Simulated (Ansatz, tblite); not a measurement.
Cost and result up the ladder for Al₂Cu₃⁺ (the lowest singlet isomer of a short search) (5 atoms). The state is a singlet with charge 1. Geometry: r2SCAN-D4/def2-SVP.

Cartesian coordinates in Å:
```
Al -0.109 1.419 0.384
Al -1.181 -0.880 -0.074
Cu 1.272 -0.532 -0.306
Cu -0.231 0.470 -1.823
Cu 0.248 -0.478 1.818
```

Ansatz on 4 threads of Arm Neoverse V1 on a shared host; xTB runs through tblite on one thread. Times are rough, summed over both states, and most runs start from the orbitals of an earlier one. PBE0-D4/def2-TZVP serves as the yardstick here, not as an exact answer. The other state is a quintet at its own geometry, which has other bonds, so the gap mixes isomer and spin.

The xTB rows come from tblite. LC-ωPBE has ω = 0.4 bohr⁻¹. HSE06 is defined as in plane-wave codes, on full-range PBE exchange. At PBE0-D4/def2-TZVP a singlet of charge 1 lies 2.80 eV below the quintet, each at its own geometry. The structure comes from a short search, and lower isomers may exist.

Run but left out: HF/STO-3G (singlet: restricted singlet, unstable in another Hartree–Fock run and untested here).

xTB has no spin-polarisation term.

| level | functions | wall time |
| --- | --- | --- |
| GFN1-xTB | 45 | 0.012 s |
| GFN2-xTB | 45 | 0.016 s |
| PBE-D4/def2-TZVP | 209 | 12 s |
| PBE0-D4/def2-TZVP | 209 | 25 s |
| HSE06-D4/def2-TZVP (with forces) | 209 | 26 s |
| LC-ωPBE/def2-TZVP | 209 | 32 s |
| r2SCAN-D4/def2-TZVP | 209 | 33 s |

**Question.** Estimate what each level gives for the quintet − singlet (eV).

**Answer.** 
```json
{"level": "GFN1-xTB", "quintet − singlet (eV)": "5.57", "difference from PBE0-D4/def2-TZVP (eV)": "2.77"}
{"level": "GFN2-xTB", "quintet − singlet (eV)": "4.43", "difference from PBE0-D4/def2-TZVP (eV)": "1.63"}
{"level": "PBE-D4/def2-TZVP", "quintet − singlet (eV)": "2.87", "difference from PBE0-D4/def2-TZVP (eV)": "0.07"}
{"level": "PBE0-D4/def2-TZVP", "quintet − singlet (eV)": "2.80", "difference from PBE0-D4/def2-TZVP (eV)": "0.00"}
{"level": "HSE06-D4/def2-TZVP (with forces)", "quintet − singlet (eV)": "2.81", "difference from PBE0-D4/def2-TZVP (eV)": "0.01"}
{"level": "LC-ωPBE/def2-TZVP", "quintet − singlet (eV)": "2.48", "difference from PBE0-D4/def2-TZVP (eV)": "-0.32"}
{"level": "r2SCAN-D4/def2-TZVP", "quintet − singlet (eV)": "2.65", "difference from PBE0-D4/def2-TZVP (eV)": "-0.14"}
```
